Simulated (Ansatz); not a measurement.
The first iterations of a band of GaH₅S (7 atoms, charge 0, multiplicity 1).

These are results of RKS PBE-D4/def2-SVP (Ansatz 0.2.0), not measurements.

- movable images: 9
- climbing image: yes
- spring: 5.0 eV/Å²
- optimiser: quadratic models (default)
- start path: through a guess of the saddle point
- force threshold: 0.03 eV/Å
- iteration limit: 60
- end points: relaxed

Image 0:

```xyz
7
Properties=species:S:1:pos:R:3
Ga -0.037 0.098 -0.013
H -0.541 0.545 1.424
H 1.498 0.261 -0.373
H -1.098 -0.058 -1.181
S 0.117 -2.489 0.486
H -1.129 -2.631 1.022
H 0.690 -2.390 1.719
```

Image 10:

```xyz
7
Properties=species:S:1:pos:R:3
Ga 0.103 -0.693 -0.369
H 0.040 0.381 2.173
H 1.500 0.010 -0.510
H -1.316 -0.044 -0.558
S 0.212 -2.876 0.052
H -1.139 -3.056 0.064
H 0.099 -0.386 2.231
```

| iteration | highest image above the first end (eV) | largest band force component (eV/Å) |
| --- | --- | --- |
| 1 | 2.175 | 11.430 |
| 2 | 0.901 | 4.479 |
| 3 | 0.564 | 1.818 |
| 4 | 0.495 | 0.943 |

**Question.** Does the band converge within its limit, and where does its top end?

**Answer.** The run converged. It ended after 12 iterations with the highest image 0.516 eV above the first end. A vibrational analysis at the climbing image gives one clearly imaginary mode, 875i cm⁻¹: a first-order saddle point. The orbitals stay closed-shell, which can raise the energy where a bond breaks towards radicals; this wasn't checked here.

The run took 3.2 min on 1 thread of Arm Neoverse V2, on a shared host, peak memory 0.15 GiB.
